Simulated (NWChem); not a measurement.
Everything below was run with NWChem. System: C$_{3}$H$_{7}$O, charge 0, spin multiplicity 2, at a geometry optimised with UPBE0/def2-SVP. The structure started from a generated list of species. Its SCF solution wasn't tested for a lower state. Level: UB3LYP/def2-TZVP, VWN1-RPA local correlation.

Output (cleaned and shortened):

```
             Northwest Computational Chemistry Package (NWChem) 7.3.0
             --------------------------------------------------------

                                NWChem Input Module
                                -------------------

 Scaling coordinates for geometry "geometry" by  1.889725989
 (inverse scale =  0.529177249)

                             Geometry "geometry" -> ""
                             -------------------------

 Output coordinates in angstroms (scale by  1.889725989 to convert to a.u.)

  No.       Tag          Charge          X              Y              Z
 ---- ---------------- ---------- -------------- -------------- --------------
    1 C                    6.0000    -1.88514500    -0.26910300     0.17379700
    2 C                    6.0000    -0.53730300     0.34382100     0.26237300
    3 C                    6.0000     0.63143600    -0.19862900    -0.47872300
    4 O                    8.0000     1.86549800     0.22924300     0.03494100
    5 H                    1.0000    -1.83365500    -1.37084700     0.15274200
    6 H                    1.0000    -2.52774500     0.02771600     1.01707800
    7 H                    1.0000    -2.42275100     0.03471600    -0.74852000
    8 H                    1.0000    -0.43460800     1.36723500     0.64242000
    9 H                    1.0000     0.55853700    -1.30806300    -0.52704000
   10 H                    1.0000     0.61392000     0.13931800    -1.53607200
   11 H                    1.0000     1.86839000     0.01944500     0.97518200

 Effective nuclear repulsion energy (a.u.)     121.9500332298

            Nuclear Dipole moment (a.u.)
            ----------------------------
        X                 Y               Z
 ---------------- ---------------- ----------------
    -0.0000000000    -0.0000037795    -0.0000000000


 Summary of "ao basis" -> "" (spherical)
 ------------------------------------------------------------------------------
       Tag                 Description            Shells   Functions and Types
 ---------------- ------------------------------  ------  ---------------------
 *                         def2-tzvp                  on all atoms

                                 NWChem DFT Module
                                 -----------------

 Summary of "ao basis" -> "ao basis" (spherical)
 ------------------------------------------------------------------------------
       Tag                 Description            Shells   Functions and Types
[...]
   alpha     41     42     43     44     45     46     47     48     49     50
    beta     41     42     43     44     45     46     47     48     49     50
 overlap   0.969  0.969  0.992  0.994  0.995  0.998  0.998  0.998  0.995  0.993

   alpha     51     52     53     54     55     56     57     58     59     60
    beta     51     52     53     54     55     56     57     58     59     60
 overlap   0.998  0.959  0.953  0.987  0.999  0.997  0.996  0.997  0.997  0.988

   alpha     61     62     63     64     65     66     67     68     69     70
    beta     61     62     63     64     65     66     67     69     68     70
 overlap   0.976  0.941  0.947  0.990  0.996  0.995  0.977  0.792  0.990  0.799

   alpha     71     72     73     74     75     76     77     78     79     80
    beta     71     72     73     74     75     76     77     78     79     80
 overlap   0.995  0.975  0.987  0.831  0.845  0.979  0.997  0.997  0.998  0.984

   alpha     81     82     83     84     85     86     87     88     89     90
    beta     81     82     83     84     85     86     87     88     89     90
 overlap   0.985  0.998  0.997  0.992  0.991  0.995  0.989  0.994  0.997  0.989

   alpha     91     92     93     94     95     96     97     98     99    100
    beta     91     92     93     94     95     96     97     98     99    100
 overlap   0.987  0.983  0.995  0.998  0.988  0.989  0.999  1.000  0.999  0.999

   alpha    101    102    103    104    105    106    107    108    109    110
    beta    101    102    103    104    105    106    107    108    109    110
 overlap   0.998  0.994  0.992  0.995  0.996  0.998  0.996  0.793  0.795  0.999

   alpha    111    112    113    114    115    116    117    118    119    120
    beta    111    112    113    114    115    116    117    118    119    121
 overlap   0.934  0.933  0.982  0.875  0.859  0.943  0.943  0.980  0.997  0.701

   alpha    121    122    123    124    125    126    127    128    129    130
    beta    120    122    123    124    125    126    127    128    129    130
 overlap   0.710  0.981  0.987  0.824  0.736  0.907  0.995  0.997  0.998  0.995

   alpha    131    132    133    134    135    136    137    138    139    140
    beta    131    132    133    134    135    136    137    138    139    140
 overlap   0.991  0.992  0.991  0.997  0.999  0.999  0.998  0.988  0.984  0.996

   alpha    141    142    143    144    145    146    147    148    149    150
    beta    141    142    143    144    145    146    147    148    149    150
 overlap   0.999  0.998  0.998  0.998  0.999  0.999  1.000  1.000  1.000  1.000

   alpha    151    152    153    154    155    156    157    158    159    160
    beta    151    152    153    154    155    156    157    158    159    160
 overlap   1.000  1.000  1.000  1.000  1.000  1.000  1.000  1.000  1.000  1.000

   alpha    161    162    163    164    165    166
    beta    161    162    163    164    165    166
 overlap   1.000  1.000  0.999  0.999  1.000  1.000

     --------------------------
     Expectation value of S2:
     --------------------------
      <S2> =      0.7541 (Exact =     0.7500)

 center of mass
 --------------
 x =   0.13235271 y =   0.03458733 z =   0.00076302

 moments of inertia (a.u.)
 ------------------
          66.875977790989         -36.767121934687          31.952360145697
         -36.767121934687         485.792621512752         -10.586994920423
          31.952360145697         -10.586994920423         483.952985980917

     Multipole analysis of the density
     ---------------------------------

     L   x y z        total         alpha         beta         nuclear
     -   - - -        -----         -----         ----         -------
     0   0 0 0     -0.000000    -17.000000    -16.000000     33.000000

     1   1 0 0     -0.579575      0.208978     -0.788552     -0.000000
     1   0 1 0     -0.244194     -0.337929      0.093740     -0.000004
     1   0 0 1      0.270026     -0.076694      0.346721     -0.000000

     2   2 0 0    -21.851770   -143.574809   -139.956920    261.679959
     2   1 1 0     -0.990971    -10.548704    -11.013754     20.571487
     2   1 0 1      1.730652      9.615907      9.384293    -17.269547
     2   0 2 0    -19.592765    -23.524626    -22.073553     26.005413
     2   0 1 1      0.087368     -3.575022     -3.696745      7.359136
     2   0 0 2    -18.272356    -24.218968    -21.186774     27.133385

 Task  times  cpu:       66.8s     wall:       66.8s

 Total times  cpu:       66.8s     wall:       66.8s
```

Write an NWChem input that would produce this output.

This is not unique; one that fits is 
```
start mol
memory heap 200 mb stack 900 mb global 1100 mb
geometry units angstroms nocenter noautoz noautosym
  C     -1.885145    -0.269103     0.173797
  C     -0.537303     0.343821     0.262373
  C      0.631436    -0.198629    -0.478723
  O      1.865498     0.229243     0.034941
  H     -1.833655    -1.370847     0.152742
  H     -2.527745     0.027716     1.017078
  H     -2.422751     0.034716    -0.748520
  H     -0.434608     1.367235     0.642420
  H      0.558537    -1.308063    -0.527040
  H      0.613920     0.139318    -1.536072
  H      1.868390     0.019445     0.975182
end
basis spherical
  * library def2-tzvp
end
dft
  xc b3lyp
  odft
  mult 2
  semidirect memsize 60000000 filesize 0
  iterations 100
end
task dft energy
```
